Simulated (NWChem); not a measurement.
# SeIF; SMILES I[Se]F

Results from NWChem. Medium grid unless said otherwise, to which SCAN and Minnesota functionals are sensitive. The geometry was optimised at PBE-D3(BJ)/def2-SVP. def2 effective core potentials on I; no spin-orbit coupling. Hybrids' shares of exact exchange are those that their runs print; pure functionals count as 0. The functionals differ in more than this share.

| row | share of exact exchange | highest occupied level (eV) |
|---|---|---|
| PBE/def2-SVP | 0.00 | -5.51 |
| r2SCAN/def2-SVP | 0.00 | -5.89 |
| B3LYP/def2-SVP | 0.20 | -6.54 |
| r2SCAN0/def2-SVP | 0.25 | -7.07 |
| M06/def2-SVP | 0.27 | withheld |

Problem. Fit a straight line of the last column on the one before it, predict the withheld value, and compare with the run.

Solution. 
1. Means of the 4 shown rows: x = 0.113, y = -6.252. Slope Σ(x − x̄)(y − ȳ)/Σ(x − x̄)² = -0.2619/0.05188 = -5.048; intercept -5.685.
2. The shown rows scatter about the line by 0.167 (root mean square); the largest residual is -0.21, at r2SCAN/def2-SVP.
3. At x = 0.27 (M06/def2-SVP; beyond the shown range) the line gives -7.05.
4. The run gives -6.89, +0.16 from the line, 1.0 times the scatter.
